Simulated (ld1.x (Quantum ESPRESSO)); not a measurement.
**Transferability test, PAW potential for ruthenium (Ru)**

```json
{
  "Element": "ruthenium (Ru)",
  "Generator": "ld1.x (Quantum ESPRESSO) 7.5",
  "Type": "PAW",
  "Functional": "PBE",
  "Relativity": "scalar-relativistic",
  "Frozen core": "[Ar] 3d10",
  "Valence charge": "16",
  "Reference configuration": "4s2 4p6 4d8 5s0 5p0",
  "Partial waves": "4s (bound): rcut 1.16, rcutus 1.24 bohr; 5s (bound, empty): rcut 1.16, rcutus 1.24 bohr; 4p (bound): rcut 1.50, rcutus 1.65 bohr; 5p (bound, empty): rcut 1.50, rcutus 1.65 bohr; 4d (bound): rcut 1.95, rcutus 2.25 bohr; 4d channel at 4.35 Ry: rcut 1.95, rcutus 2.25 bohr",
  "Local potential": "all-electron potential smoothed inside 1.80 bohr (lloc = -1)",
  "Core correction": "Bessel-smoothed model core inside 0.70 bohr",
  "Augmentation charge": "BESSEL, radius 1.45 bohr"
}
```

Energies are relative to the spin-unpolarised reference configuration 4s2 4p6 4d8 5s0 5p0; without spin polarisation the order of configurations can differ from experiment.

| valence configuration | charge | ΔE all-electron (eV) | error AE − PS (meV) |
| --- | --- | --- | --- |
| 4s2 4p6 4d7 5s1 5p0 | 0 | 0.333 | +4.4 |
| 4s2 4p6 4d7 5s0 5p0 | +1 | 7.625 | +3.7 |
| 4s2 4p6 4d6 5s0 5p0 | +2 | 25.811 | +17 |
| 4s2 4p6 4d6 5s2 5p0 | 0 | 2.033 | +16 |
| 4s2 4p6 4d6 5s1 5p0 | +1 | 10.445 | +15 |

(1) What are ΔE and the potential's error for 4s2 4p6 4d7 5s0 5p1?

(2) What are ΔE and the potential's error for 4s2 4p5 4d7 5s1 5p0?

Levels in the configuration 4s2 4p6 4d7 5s0 5p1:

| level | all-electron (eV) | pseudo (eV) |
| --- | --- | --- |
| 4s | -77.989 | -77.984 |
| 4p | -48.050 | -48.045 |
| 4d | -6.765 | -6.758 |
| 5p | -1.721 | -1.721 |

Answers

(1) ΔE = 3.794 eV all-electron; the error (AE − PS) is +4.2 meV.

(2) ΔE = 52.723 eV all-electron; the error (AE − PS) is -1.9 meV.
